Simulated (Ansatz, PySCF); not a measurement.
This PySCF input computes a r2SCAN/def2-TZVPD energy:

```python
from pyscf import gto, scf, dft

mol = gto.M(
    atom='''
    In   -0.13683617   -0.18693350   -0.23208144
    O     0.64354274    0.98234673    1.27948728
    H     1.55663064    1.30096774    1.13609229
    ''',
    basis='def2-tzvpd',
    ecp='def2-tzvp',
    charge=1,
    spin=1,
    verbose=4,
)

mf = dft.UKS(mol, xc='r2scan').density_fit(auxbasis='def2-universal-jkfit')
mf.grids.level = 4
mf.conv_tol = 1e-9
mf.max_cycle = 100
mf.max_memory = 1500
mf.kernel()
if not mf.converged:
    mf = mf.newton()
    mf.kernel(mf.make_rdm1())
for _ in range(2):
    mo, _, stable, _ = mf.stability(return_status=True)
    if stable:
        break
    mf.kernel(mf.make_rdm1(mo, mf.mo_occ))
mf.analyze()
```

Task: Write an input for the same energy in Ansatz (a program for electronic structure) and say what it gives.

Result: 
Ansatz 0.2 input:
```yaml
crystal:
  periodic: [false, false, false]
  atoms:
    - {symbol: In, position_ang: [-0.13683617, -0.18693350, -0.23208144]}
    - {symbol: O, position_ang: [0.64354274, 0.98234673, 1.27948728]}
    - {symbol: H, position_ang: [1.55663064, 1.30096774, 1.13609229]}
basis:
  gaussian:
    orbitals: def2-TZVPD
hamiltonian:
  xc: {name: r2SCAN}
total_charge: 1
magnetization: {spin_polarized: true, initial_magnetization: 1}
output: {forces: true}
```
It gives -265.73721 Eh, and PySCF -265.73729 Eh, a difference of 0.08 mEh, from the treatment of integrals and grids.
